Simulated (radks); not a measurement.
Values are calculated unless marked as measured or tabulated.
Question: Pr IV, 56 electrons, occupied as [Xe] 4f2 (the NIST ground configuration). Level of theory: Dirac Kohn-Sham, LDA (Slater exchange, VWN5 correlation), spin-unpolarised, spherical densities, finite nucleus; open shells are shared between the two j in proportion to 2j + 1; Fermi nuclear charge, rms radius 4.8919 fm (a radial shooting solver on a logarithmic mesh with Libxc functionals). Some entries of the table are withheld. Estimate them.

orbital      occ.  eigenvalue (hartree)  <1/r> (bohr^-1)
1s1/2           2             -1534.731            64.63
2s1/2           2             -247.7851            15.27
2p1/2           2             -234.3584            15.26
2p3/2           4             -216.6607            13.77
3s1/2           2             -54.34848            5.517
3p1/2           2             -48.62247            5.435
3p3/2           4             -45.11866            5.062
3d3/2           4             -35.08276              (1)
3d5/2           6             -34.32694              (2)
4s1/2           2             -11.68791            2.297
4p1/2           2              -9.54227            2.194
4p3/2           4              -8.77827            2.069
4d3/2           4              -5.24410            1.852
4d5/2           6              -5.10926            1.821
5s1/2           2              -2.41634           0.9096
5p1/2           2              -1.81555           0.8112
5p3/2           4              -1.69829           0.7690
4f5/2    0.857143              -1.11504            1.296
4f7/2     1.14286              -1.10023            1.284
5d3/2           0                   (3)           0.5633
5d5/2           0                   (4)           0.5554
6s1/2           0              -0.77204           0.3941
6p1/2           0              -0.61061           0.3459
6p3/2           0              -0.58631           0.3333
5f5/2           0              -0.33622           0.2772
5f7/2           0              -0.33546           0.2767

Answer: 
(1) 3d3/2 <1/r> (bohr^-1): 4.932
(2) 3d5/2 <1/r> (bohr^-1): 4.838
(3) 5d3/2 eigenvalue (hartree): -0.89139
(4) 5d5/2 eigenvalue (hartree): -0.87872
